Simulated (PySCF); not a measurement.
AlFH4O2SSi, SMILES F[SiH2][S][Al]([OH])[OH].

The structure is a stationary point at B3LYP-D3(BJ)/def2-SVP. The structure was generated by enumeration; whether it is a known compound was not checked. The values are those of a single conformer.

These are PBE/def2-TZVP (PySCF) values and carry that method's errors.

Isolated molecule, no solvent.

**Question.** Estimate the frontier levels, gap, dipole moment and polarisability. (An estimate is asked for; the answer gives what the named calculation found.)

**Answer.** 
* **highest occupied level**: -6.48 eV
* **lowest empty level**: -1.96 eV
* **orbital gap**: 4.52 eV
* **dipole moment**: 0.435 e·Å
* **quadrupole, principal values (traceless, Buckingham form, about the centre of nuclear charge)**: -7.39, 0.08, 7.31 D·Å
* **mean static polarisability**: 73.5 bohr³ (10.89 Å³)
* **polarisability, principal values**: 66.7, 68.9, 84.9 bohr³
